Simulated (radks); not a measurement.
All-electron atom: Lu XXX in [Kr] 4d6. Method: Dirac Kohn-Sham, BLYP, spin-unpolarised, spherical densities, finite nucleus; open shells fill j = l - 1/2 first; Fermi nuclear charge, rms radius 5.37 fm; computed with a radial shooting solver on a logarithmic mesh with Libxc functionals.

Normalised radial functions P(r) = r R(r) (large component), r in bohr:

```
   r/bohr * 4p1/2, o 4p3/2 (the largest magnitude, 1.73, reaches the edge; | marks zero, & curves that meet)
 0.001999                             &
 0.002935                             o*
 0.004343                             |&
 0.006428                             |o*
 0.009437                             | o *
  0.01397                             |   o *
  0.02067                             |      o*
  0.03035                             |         o*
  0.04491                             |          &
  0.06646                             |    * o
  0.09758                      *  o   |
   0.1444            *o               |
   0.2137                   o   *     |
   0.3138                             |             o   *
   0.4643                             |                          &
   0.6872                             |           * o
    1.009                             | &
    1.493                             &
     2.21                             &
```

4p1/2: eigenvalue -1337.2 eV, 2 radial nodes at r = 0.0786, 0.238 bohr, <r> = 0.443 bohr, 90 % of the charge inside 0.636 bohr. 4p3/2: eigenvalue -1268.7 eV, 2 radial nodes at r = 0.0860, 0.253 bohr, <r> = 0.466 bohr, 90 % of the charge inside 0.666 bohr.
